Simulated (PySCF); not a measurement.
**Computed and published core binding energies of `Cl[Si](Cl)(Cl)Cl`**

Measured values to reproduce (core binding energies): Cl 2p3/2 of Cl1/Cl3/Cl4/Cl5 206.77 eV [1]; Si 1s of Si2 1850.60 eV [2]; Si 1s of Si2 1850.60 eV [3]. Sources and the comparison follow the method.

Compound: SiCl4.
Atom-mapped SMILES: `[Cl:1][Si:2]([Cl:3])([Cl:4])[Cl:5]`

Computed with PySCF 2.14.0, delta-SCF UKS SCAN, pcX-2 on the ionised atom, pcseg-1 elsewhere, spin-free X2C. Binding energies are ΔSCF values: E(core-ionised, relaxed orbitals) − E(ground state) at a fixed geometry, referred to the vacuum level.

| atom | environment | level | this calculation (eV) | reference (eV) | difference (eV) | source |
| --- | --- | --- | --- | --- | --- | --- |
| Cl1/Cl3/Cl4/Cl5 | silicon-bound chlorine | Cl 2p3/2 | 207.02 | 206.77 | +0.25 | [1] |
| Si2 | chlorine-bound silicon | Si 1s | 1850.68 | 1850.60 | +0.08 | [2] |
| Si2 | chlorine-bound silicon | Si 1s | 1850.68 | 1850.60 | +0.08 | [3] |
| Si2 | chlorine-bound silicon | Si 1s | 1850.68 | 1850.70 | -0.02 | [4] |

[1] measured, gas; Jolly, Perry, The calculation of atomic charges by an electronegativity equalization procedure, LBL-2565 (Inorg. Chem. 1974, 13, 2686) Note: scanned preprint of 1974; its energy scale lies about 0.1-0.2 eV below the 1984 compilation (compare Si(CH3)4 105.82 with 105.96).
[2] measured, gas; Cunha, Hait, Kang, Mao, Head-Gordon, J. Phys. Chem. Lett. 2022, 13, 3438 (arXiv:2111.08405)
[3] measured, gas; Zheng, Zhang, Jin, Southworth, Cheng, Phys. Chem. Chem. Phys. 2022, 24, 13587
[4] computed, SFX2C-1e-ΔCCSD(T)/cc-pCVTZ-unc* + high-level relativistic corrections, gas; Zheng, Zhang, Jin, Southworth, Cheng, Phys. Chem. Chem. Phys. 2022, 24, 13587

Question: How far is it from the measured entries?

Answer: Over the 2 different measured values (2 distinct lines) the mean signed difference is +0.17 eV, the mean unsigned one 0.17 eV and the largest 0.25 eV; the computed references in the table aren't counted. The calculation is vertical and has no vibrational structure, and measured positions depend on the energy calibration.

Question: What does the calculation give for the levels without a reference value here?

Answer: Cl1/Cl3/Cl4/Cl5 Cl 1s 2829.59 eV; Si2 Si 2p3/2 110.45 eV.

The first atom of each set that the bonding makes equivalent was ionised and stands for the set. 2p3/2 and 2p1/2 are the ΔSCF energy of one spin-free 2p hole plus the eigenvalues of a spin–orbit and ligand-field matrix of the shell. 2p1/2 minus 2p3/2 (ligand field included): Cl 1.65 eV, Si 0.62 eV. Isolated species at its PBE0-D3(BJ)/def2-SVP geometry, gas phase.
